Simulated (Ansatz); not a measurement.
Consider the cleavage of the B–Si bond: `B[SiH](B)CF` + `OB1CO1` → `BOB1CO1` + `B[SiH2]CF`.

Computed with Ansatz on PBE0-D4/def2-TZVP structures; ΔE is electronic, products minus reactants. CBS: MP2 limit from def2 TZ/QZ plus the TZ coupled-cluster correction, frozen cores. DFT in def2-TZVPP. B3LYP here is the variant with VWN-RPA as its local correlation; programs differ in this. Each species was taken in one conformer, which may not be the lowest.

(1) Is it downhill or uphill in electronic energy at CCSD(T)/CBS, and by how much? (Best estimate.)

(2) What do these levels give: PBE-D4, r2SCAN-D4, PBE0-D4, B3LYP-D4, ωB97X-V, PBE0, MP2/def2-TZVPP, CCSD/def2-TZVPP, CCSD(T)/def2-TZVPP, HF/def2-QZVPP, MP2/def2-QZVPP, HF/CBS(def2)? (Best estimate.)

Largest T1 diagnostic among the species: 0.015.

## Answers

(1) Ansatz gave: Downhill: ΔE = -31.9 kcal/mol.

(2) Ansatz gave: PBE-D4 -27.7, r2SCAN-D4 -30.2, PBE0-D4 -29.2, B3LYP-D4 -32.2, ωB97X-V -31.8, PBE0 -29.6, MP2/def2-TZVPP -33.0, CCSD/def2-TZVPP -32.4, CCSD(T)/def2-TZVPP -31.9, HF/def2-QZVPP -37.4, MP2/def2-QZVPP -33.1, HF/CBS(def2) -37.5 kcal/mol.

In def2-TZVPP, CCSD(T) changes the Hartree–Fock value by +5.2 kcal/mol (the triples alone add +0.5 kcal/mol) and MP2 by +4.0 kcal/mol. From PBE to PBE0 (25 % exact exchange), in def2-TZVPP and without D4, ΔE moves by −1.5 kcal/mol.
